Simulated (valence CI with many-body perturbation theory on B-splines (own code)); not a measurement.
## Dy51+: calculated level list

Calculated by relativistic CI+MBPT: five valence electrons over a frozen Dirac-Fock core [Ne], a basis of 9 s, 9 p, 8 d, 6 f, 3 g, 1 h functions for each j, with the one-electron correlation potential Σ1 (screened to all orders), the two-electron term Σ2, the three-electron term Σ3, Breit, model QED; selected single and double excitations, second order for the rest, scaled by the run's own slope (own B-spline code, finite nucleus).

No measured spectrum was set against this ion. As an estimate, large intervals hold to a few tenths of a per cent, small ones and those within an open d or f shell to about a per cent. Among the levels kept, up to 1300 cm⁻¹ of a level comes from second order outside the variational space, and about a tenth of that is noise between levels of different J, which matters for small intervals.

Levels 1 to 35 of 35, with energies above the lowest level, (3s^2 3p1/2^2 3p3/2) J=3/2. "Leading %" is the weight of the configuration and term that name the level; weights of strongly mixed levels are sums over their largest components and can fall short, so below about 35 % the name and the second component can differ from the true leading terms, or belong to a minority configuration. In the jj column 3d3/2^4 stands for four electrons in 3d with j = 3/2. Lifetimes count E1, E2, E3, M1 and M2 decay at the calculated energies, and are blank where another channel may lead or the interval is too uncertain; long ones can be off by a factor of two.

| No. | Configuration | Term | J | E (eV) | Leading % | Leading jj | Lifetime |
| --- | --- | --- | --- | --- | --- | --- | --- |
| 1 | 3s2 3p3 | 2P° | 3/2 | 0.00 | 47 | 3s^2 3p1/2^2 3p3/2 (99 %) |  |
| 2 | 3s2 3p3 | 4S° | 3/2 | 194.02 | 54 | 3s^2 3p1/2 3p3/2^2 (99 %) | 13.7 ns |
| 3 | 3s2 3p2 3d | 2D | 3/2 | 198.03 | 39 | 3s^2 3p1/2^2 3d3/2 (99 %) | 121 ps |
| 4 | 3s2 3p3 | 2D° | 5/2 | 204.44 | 99 | 3s^2 3p1/2 3p3/2^2 (99 %) | 73.9 ns |
| 5 | 3s2 3p3 | 2P° | 1/2 | 217.62 | 99 | 3s^2 3p1/2 3p3/2^2 (99 %) | 21.7 ns |
| 6 | 3s2 3p2 3d | 2D | 5/2 | 255.58 | 30 | 3s^2 3p1/2^2 3d5/2 (96 %) | 8.37 ps |
| 7 | 3s 3p4 | 4P | 5/2 | 340.05 | 66 | 3s 3p1/2^2 3p3/2^2 (90 %) | 5.99 ps |
| 8 | 3s 3p4 | 2P | 3/2 | 366.21 | 32 | 3s 3p1/2^2 3p3/2^2 (70 %) | 2.31 ps |
| 9 | 3s 3p4 | 2S | 1/2 | 366.79 | 53 | 3s 3p1/2^2 3p3/2^2 (85 %) | 3.34 ps |
| 10 | 3s2 3p2 3d | 4F | 5/2 | 390.29 | 46 | 3s^2 3p1/2 3p3/2 3d3/2 (98 %) | 184 ps |
| 11 | 3s2 3p2 3d | 4F | 3/2 | 392.73 | 33 | 3s^2 3p1/2 3p3/2 3d3/2 (93 %) | 8.98 ps |
| 12 | 3s2 3p2 3d | 4D | 1/2 | 392.86 | 80 | 3s^2 3p1/2 3p3/2 3d3/2 (99 %) | 129 ps |
| 13 | 3s2 3p2 3d | 2G | 7/2 | 400.91 | 49 | 3s^2 3p1/2 3p3/2 3d3/2 (96 %) | 2.78 ns |
| 14 | 3s2 3p3 | 2P° | 3/2 | 413.24 | 52 | 3s^2 3p3/2^3 (98 %) | 5.62 ns |
| 15 | 3s2 3p2 3d | 2D | 5/2 | 426.29 | 34 | 3s^2 3p1/2 3p3/2 3d3/2 (89 %) | 692 fs |
| 16 | 3s2 3p2 3d | 2D | 3/2 | 434.06 | 26 | 3s^2 3p1/2 3p3/2 3d3/2 (78 %) | 394 fs |
| 17 | 3s2 3p2 3d | 2P | 1/2 | 434.15 | 38 | 3s^2 3p1/2 3p3/2 3d3/2 (88 %) | 543 fs |
| 18 | 3s2 3p2 3d | 4D | 7/2 | 438.02 | 47 | 3s^2 3p1/2 3p3/2 3d5/2 (99 %) | 1.54 ns |
| 19 | 3s2 3p2 3d | 2P | 3/2 | 446.94 | 43 | 3s^2 3p1/2 3p3/2 3d5/2 (93 %) | 10.5 ps |
| 20 | 3s2 3p2 3d | 2G | 9/2 | 449.30 | 60 | 3s^2 3p1/2 3p3/2 3d5/2 (99 %) | 960 ns |
| 21 | 3s2 3p2 3d | 2F | 5/2 | 450.61 | 33 | 3s^2 3p1/2 3p3/2 3d5/2 (93 %) | 10.2 ps |
| 22 | 3s2 3p2 3d | 2F | 7/2 | 470.36 | 57 | 3s^2 3p1/2 3p3/2 3d5/2 (94 %) | 3.52 ps |
| 23 | 3s2 3p2 3d | 2D | 5/2 | 470.69 | 40 | 3s^2 3p1/2 3p3/2 3d5/2 (91 %) | 2.00 ps |
| 24 | 3s2 3p2 3d | 2D | 3/2 | 477.77 | 61 | 3s^2 3p1/2 3p3/2 3d5/2 (96 %) | 4.33 ps |
| 25 | 3s2 3p2 3d | 2P | 1/2 | 480.97 | 53 | 3s^2 3p1/2 3p3/2 3d5/2 (94 %) | 3.04 ps |
| 26 | 3s 3p3 3d | 4D° | 5/2 | 533.25 | 28 | 3s 3p1/2^2 3p3/2 3d3/2 (94 %) | 35.2 ps |
| 27 | 3s 3p3 3d | 6D° | 3/2 | 535.20 | 26 | 3s 3p1/2^2 3p3/2 3d3/2 (94 %) | 19.2 ps |
| 28 | 3s 3p3 3d | 4P° | 1/2 | 536.76 | 44 | 3s 3p1/2^2 3p3/2 3d3/2 (95 %) | 37.5 ps |
| 29 | 3s 3p3 3d | 4F° | 7/2 | 541.58 | 24 | 3s 3p1/2^2 3p3/2 3d3/2 (88 %) | 38.5 ps |
| 30 | 3s 3p4 | 4P | 3/2 | 545.80 | 65 | 3s 3p1/2 3p3/2^3 (85 %) | 1.86 ps |
| 31 | 3s 3p3 3d | 2D° | 3/2 | 557.59 | 25 | 3s 3p1/2^2 3p3/2 3d3/2 (80 %) | 3.38 ps |
| 32 | 3s 3p4 | 2D | 5/2 | 560.46 | 63 | 3s 3p1/2 3p3/2^3 (84 %) | 1.90 ps |
| 33 | 3s 3p3 3d | 4G° | 5/2 | 569.30 | 23 | 3s 3p1/2^2 3p3/2 3d3/2 (82 %) | 1.80 ps |
| 34 | 3s 3p3 3d | 4D° | 1/2 | 572.78 | 45 | 3s 3p1/2^2 3p3/2 3d3/2 (87 %) | 1.62 ps |
| 35 | 3s 3p4 | 2P | 1/2 | 578.17 | 46 | 3s 3p1/2 3p3/2^3 (74 %) | 950 fs |

The ionisation energy to 3s2 3p2 3P_0 of the next ion comes out as 4631.9 eV (NIST: 4629 ± 4 eV (theoretical)). All 35 levels together are meant to be complete up to 579.89 eV.
